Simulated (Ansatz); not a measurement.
Molecule: C₄H₄N, charge 0, multiplicity 2. It need not be the lowest isomer of its formula. 
Coordinates optimised at B3LYP-D3(BJ)/def2-TZVP (Ansatz, a first-principles code):
```xyz
9

C     -2.3009    -0.2262     0.0062
C     -1.0352     0.2781     0.0911
C      0.1182    -0.4860    -0.1160
C      1.4084     0.0490    -0.0246
N      2.4803     0.4844     0.0492
H     -3.1659     0.3991     0.1736
H     -2.4753    -1.2680    -0.2315
H     -0.9018     1.3272     0.3314
H      0.0380    -1.5390    -0.3586
```
Charge 0, spin multiplicity 2.

Computed values are from Ansatz. Correlated levels leave the core frozen unless marked. UHF or UKS for open shells. Spin-orbit coupling is left out. No relativistic terms. CBS(X,Y): correlation extrapolated as X^-3; Hartree-Fock from the larger set. The bracket is a focal-point correction in the basis named.

The UHF reference is spin-contaminated (<S^2> 0.35 over the pure value in the largest basis). 

**Question.** What is the atomisation energy De at RI-MP2/CBS(cc-pVTZ,cc-pVQZ)+[CCSD(T)-MP2]/cc-pVTZ?

**Answer.** 4030.4 kJ/mol.

**Question.** What is the total energy at RI-MP2/CBS(cc-pVTZ,cc-pVQZ)+[CCSD(T)-MP2]/cc-pVTZ?

**Answer.** -209.2318 Eh.

**Question.** What is the dipole moment at CCSD(T)/aug-cc-pVDZ?

**Answer.** 4.15 D.

**Question.** What is the T1 diagnostic at CCSD/cc-pVTZ?

**Answer.** 0.035.
